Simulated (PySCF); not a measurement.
# Spinor energies of P⁸⁺ (phosphorus, charge +8)

Start: [He] 2s2 2p3; 2p1/2 filled at m_j = -1/2, +1/2; 2p3/2 filled at m_j = +3/2. Calculated with PySCF 2.14 in an even-tempered Gaussian basis (18 s from 0.97 bohr⁻², ratio 2.4; 11 p from 1.3 bohr⁻², ratio 2.4; 5 d from 6.4 bohr⁻², ratio 2.6; 5 f from 9.6 bohr⁻², ratio 2.6): generalised Hartree-Fock with the X2C-1e Hamiltonian and a Gaussian nucleus; one run each with spin-orbit coupling (SO) switched off, then screened by Boettger's factors.

```
spinor shell  electrons  ε, spin-free (eV)  ε, screened SO (eV)  weight of nominal j (screened SO)  rms radius, screened SO (bohr)
       1s1/2          2            -2445.2              -2445.1                              1.000                           0.119
       2s1/2          2            -407.71              -407.71                              1.000                           0.517
       2p1/2          2            -374.54              -374.75                              0.530                           0.466
       2p3/2          1            -374.54              -374.12                              1.000                           0.467
```

```csv
quantity,spin-free,screened SO
E (hartree),-306.19314,-306.19462
M_J,3/2,3/2
⟨J²⟩,3.751,3.751
⟨L²⟩,0.000,0.004
⟨S²⟩,3.751,3.745
```

Each row is a mean over spinors that exchange with the open shell spreads, by up to 32.444 eV (2s1/2).

Rows whose weight is well below 1 are mixtures of j = l ± 1/2: exchange outweighs spin-orbit coupling there, and the label is only the starting occupation.

Without spin-orbit coupling the j labels of p, d and f shells carry no meaning; the spin-free column gives the mean over the occupied spinors of each nl shell.
